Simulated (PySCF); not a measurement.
**Radial density of Tc⁺ (technetium, charge +1)**

wB97M-V, [Kr] 4d4 5s2, high-spin 5D determinant (an excited configuration). Computed with PySCF 2.14 in x2c-QZVPPall (13s8p7d4f2g, 118 functions), with the spin-free X2C one-electron Hamiltonian (Gaussian nucleus).

| r (bohr) | 4πr²ρ (e/bohr) | 4πr²(ρα − ρβ) |
| --- | --- | --- |
| 0.0340 | 50.45 | -0.0023 |
| 0.0572 | 47.87 | 0.0029 |
| 0.0962 | 66.73 | 0.0819 |
| 0.162 | 51.18 | 0.3986 |
| 0.272 | 48.33 | 0.6464 |
| 0.458 | 37.46 | 0.0327 |
| 0.770 | 12.36 | 1.1346 |
| 1.29 | 9.581 | 2.9033 |
| 2.18 | 2.420 | 1.1855 |
| 3.66 | 0.5905 | 0.0619 |
| 6.16 | 0.02270 | -0.0030 |
| 10.4 | 3.826e-05 | 0.0000 |

Densities and radii are taken from the X2C orbitals without a picture-change correction, which distorts them close to the nucleus.

Problem. Where is the radial spin density 4πr²(ρα − ρβ) most negative, and why is it negative at all?

Solution. Around r = 6.16 bohr, down to -0.0030 e/bohr: exchange with the open shell polarises the paired shells in an unrestricted calculation.
